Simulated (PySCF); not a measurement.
BeF⁺, CCSD: how much the basis matters

PySCF, RHF reference; singlet, unpaired electrons none; De to Be⁺ + F without counterpoise correction. Frozen cores follow the default of each basis and core potential.

```
        basis     relativity  functions  Re (Å)  ωe (cm⁻¹)  De (eV)  frozen orbitals
      cc-pVDZ  no relativity         28   1.371       1368     5.26                1
jorge-DZP-DKH  spin-free X2C         30   1.386       1297     4.84                1
      cc-pVTZ  no relativity         60   1.318       1468     5.93                1
```

(1) How does each smaller set differ from the one with most functions, cc-pVTZ?

Correlated steps freeze 1 core orbital. Correlated levels converge slowly with the basis: in double zeta they bind strong bonds too weakly, by up to about 1 eV, and carry superposition errors of some tenths. For an ion De counts to the pair picked by the measured ionisation energies or electron affinities, which need not be the lowest pair at this level. Where the molecule has an RHF reference, its open-shell atoms are computed with UHF.

Results:

(1) cc-pVDZ: +5.3 pm, -6.8 % in ωe, -0.67 eV in De; jorge-DZP-DKH: +6.8 pm, -11.6 % in ωe, -1.09 eV in De. All at CCSD; the set with most functions is neither the basis-set limit nor always the best. The rows treat relativity differently, so the differences are not basis effects alone.
